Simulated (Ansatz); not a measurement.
Cost against result

Saddle point of CH6AlBr, singlet (CH₅Al ([CH3][AlH2]) + HBr → AlH₂Br ([AlH2][Br]) + CH₄; bonds formed: C2–H5; dative contacts that become bonds: Al1–Br6; bonds broken: Al1–C2, H5–Br6), PBE0-D4/def2-TZVP structure:

Al1  (-1.058, 0.289, -0.016)
C2  (0.954, 0.402, -0.166)
H3  (-1.827, 0.187, -1.395)
H4  (-1.667, 0.914, 1.304)
H5  (0.293, -1.176, 0.301)
Br6  (-0.686, -2.292, 0.660)
H7  (1.563, 0.329, 0.739)
H8  (0.974, 1.468, -0.443)
H9  (1.455, -0.120, -0.984)
(Å)

Barriers are electronic and count from the start structure reached by relaxing down the imaginary mode.

Computed with Ansatz 0.2.0 (basis: as named in each row); correlated methods freeze the cores. Filled d shells of the heavier atoms are correlated. The def2 sets are not built for correlating such inner shells, so the correlated values are less sure here. B3LYP uses VWN-RPA correlation. Extrapolation: Hartree–Fock as exp(−7.88 √X), correlation as X^−2.97.

Times are rough, for one single point on 4 threads of a shared host (Arm Neoverse V1).

The estimate by CCSD(T) at an estimated basis limit (MP2 extrapolated from triple and quadruple zeta, plus CCSD(T) − MP2 in triple zeta) is 0.302 eV.

```
      method       basis  time (s)  barrier (eV)  method less estimate
          HF      STO-3G   under 1         1.070                 0.768
      PBE-D4      STO-3G   under 1         0.297                -0.005
       SPW92    def2-SVP   under 1        -0.085                -0.388
      PBE-D4    def2-SVP   under 1         0.077                -0.226
    B3LYP-D4       6-31G   under 1         0.326                 0.024
     PBE0-D4    def2-SVP         1         0.185                -0.117
       SPW92  def2-TZVPP         1        -0.072                -0.375
      PBE-D4  def2-TZVPP         2         0.078                -0.225
     BLYP-D4  def2-TZVPP         2         0.186                -0.117
    BHLYP-D4  def2-TZVPP         2         0.361                 0.059
    B3LYP-D4  def2-TZVPP         2         0.249                -0.053
     PBE0-D4  def2-TZVPP         2         0.167                -0.135
CAM-B3LYP-D4  def2-TZVPP         2         0.301                -0.002
     CCSD(T)    def2-SVP         3         0.429                 0.126
   r2SCAN-D4  def2-TZVPP         4         0.115                -0.187
  RPA on PBE  def2-TZVPP         4         0.357                 0.054
      B2PLYP  def2-TZVPP         4         0.283                -0.020
     wB97M-V    def2-SVP         4         0.304                 0.001
  r2SCAN0-D4  def2-TZVPP         4         0.187                -0.115
    PBE-QIDH  def2-TZVPP         4         0.241                -0.062
     wB97X-V  def2-TZVPP         6         0.317                 0.015
     wB97M-V  def2-TZVPP         8         0.301                -0.001
      B97M-V  def2-TZVPP         8         0.290                -0.013
         MP2  def2-QZVPP        15         0.250                -0.052
     CCSD(T)  def2-TZVPP        62         0.324                 0.022
```

All methods are single points on the PBE0-D4 structures; a negative value means that the method puts the saddle structure below the start.

T1 diagnostic: at most 0.009.

Labels in which every atom is bracketed show which atoms are joined, not bond orders.
